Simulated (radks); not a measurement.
The numbers below are computed, except where a source is named.
All-electron atom: neutral silicon in [Ne] 3s2 3p2. Level of theory: non-relativistic Kohn-Sham, PW91, spin-polarised, spherical densities, point nucleus; open shells are filled with parallel spins first (a radial shooting solver on a logarithmic mesh with Libxc functionals).

Normalised radial functions P(r) = r R(r), r in bohr:

r,2p up,3p down
0.005206,0.0023,0.0005
0.007642,0.0048,0.0011
0.01113,0.0099,0.0022
0.01634,0.0206,0.0047
0.0238,0.0416,0.0094
0.03494,0.0831,0.0188
0.05089,0.1583,0.0357
0.07412,0.2883,0.0650
0.1088,0.4981,0.1116
0.1585,0.7790,0.1724
0.2327,1.0892,0.2335
0.3389,1.2921,0.2545
0.4976,1.2443,0.1826
0.7247,0.9189,-0.0078
1.055,0.4812,-0.2794
1.55,0.1558,-0.5269
2.257,0.0275,-0.6075
3.313,0.0019,-0.4851
4.826,0.0000,-0.2810
7.085,0.0000,-0.0962
10.32,0.0000,-0.0193

2p up: eigenvalue -95.598 eV, 0 radial nodes, <r> = 0.538 bohr, 90 % of the charge inside 0.904 bohr. 3p down (empty): eigenvalue -3.061 eV, 1 radial node at r = 0.716 bohr, <r> = 2.88 bohr, 90 % of the charge inside 4.66 bohr.
